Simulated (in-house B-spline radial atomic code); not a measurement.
## Mn2+: [Ar] 3d5

Level of theory: non-relativistic OLYP, spin-polarised, spherical fractional occupations, point nucleus; calculated with a radial B-spline atomic code at the basis-set limit.

Effective charges: Z_r = [3n² - l(l+1)]/(2<r>) from the radius, Z_e = n√(-2ε) from the energy, and Slater's rules. Values are occupation-weighted means over spin.

```
shell  electrons   ε (eV)  <r> (bohr)    Z_r    Z_e  Slater
   1s          2  -6389.9     0.06157  24.36  21.67   24.70
   2s          2     -750      0.2822  21.26  14.85   20.85
   2p          6  -645.47       0.248  20.16  13.78   20.85
   3s          2  -100.98      0.8612  15.68   8.17   13.75
   3p          6  -71.049       0.909  13.75   6.86   13.75
   3d          5  -26.059       1.113   9.44   4.15    5.60
```

The least bound orbital is 3d up at -26.06 eV, and it is also the most diffuse (<r> = 1.113 bohr).

The density falls to 0.001 bohr⁻³ at 3.021 bohr; Σ<r²> = 16.145 bohr² gives, by the non-relativistic formula and without the paramagnetism of open shells, a Langevin diamagnetic susceptibility of -12.79×10⁻⁶ cm³/mol.
